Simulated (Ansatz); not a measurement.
`C[CH2][Ge][F]` + H₂O → `[OH][Ge][F]` + `CC` at 500 K and 1 bar (formal hydrolysis of a Ge–C bond).

Computed with Ansatz on PBE0-D4/def2-TZVP structures; ΔE is electronic, products minus reactants. CCSD(T)/CBS adds triple-zeta CCSD(T) − MP2 to the extrapolated MP2 energy (def2 sets, frozen cores). This one scheme is used for every species. For Ge outer-core shells are correlated without core-valence functions, which leaves a few kJ/mol of doubt a bond. Scalar relativity is left out up to krypton. One conformer a species, not always the lowest.

| species | CCSD(T)/CBS energy (Eh) | H − E (kJ/mol) | S (J/(mol·K)) |
| --- | --- | --- | --- |
| `C[CH2][Ge][F]` | -2255.03793 | 211.9 | 388.5 |
| H₂O | -76.37941 | 73.2 | 206.3 |
| `[OH][Ge][F]` | -2251.74560 | 65.5 | 312.0 |
| `CC` | -79.71954 | 220.5 | 259.9 |

H − E and S are ideal-gas, rigid-rotor, harmonic terms from PBE0-D4/def2-TZVP, for one conformer and one mirror image of each species. 1 Eh = 2625.50 kJ/mol, R = 8.31446 J/(mol·K).

Problem. By hand: ΔE, ΔH, ΔS and ΔG.

Solution. ΔE = (-2251.74560) + (-79.71954) − (-2255.03793) − (-76.37941) = -0.04780 Eh = -125.5 kJ/mol. Δ(H − E) = 65.5 + 220.5 − 211.9 − 73.2 = 0.9, so ΔH = -124.6 kJ/mol. ΔS = 312.0 + 259.9 − 388.5 − 206.3 = -22.9 J/(mol·K). ΔG = -124.6 − 500 × (-22.9)/1000 = -113.1 kJ/mol.

Problem. By hand: the equilibrium constant, and the temperature at which ΔG would vanish if ΔH and ΔS stayed fixed.

Solution. log₁₀ K = −ΔG/(RT ln 10) = 11.8. ΔG = 0 at ΔH/ΔS = 5441 K, far beyond where these terms or the molecules hold.

ΔH outweighs TΔS. A doubt of 5 kJ/mol in ΔE shifts log₁₀ K by 0.5 here. Other conformers and mirror images would add mixing entropy, several J/(mol·K) or more a flexible species. Modes under 60 cm⁻¹, often nearly free rotors, make the harmonic entropy too high. These are equilibria of isolated gas molecules and say nothing of rates. Largest T1 diagnostic: 0.015 (customary marks: 0.02 for closed shells, 0.045 for open ones).
